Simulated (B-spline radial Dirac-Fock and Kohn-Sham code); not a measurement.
Method: Dirac-Fock (average of configuration) total-energy differences with a finite nucleus, the Breit interaction including its frequency dependence, and self-energy and vacuum-polarisation corrections. Computed with a radial B-spline solver. Free neutral atoms.

Task: Order these X-ray lines by photon energy, lowest first.
A. Rh Lγ3
B. Sm Lα2
C. Sn Lγ2
D. Xe Lβ15
E. Ca Kβ3
F. Pd Lβ4

Result: F (3048.2 eV), A (3368.5 eV), E (4013.7 eV), C (4369.6 eV), D (4718.6 eV), B (5609.9 eV).
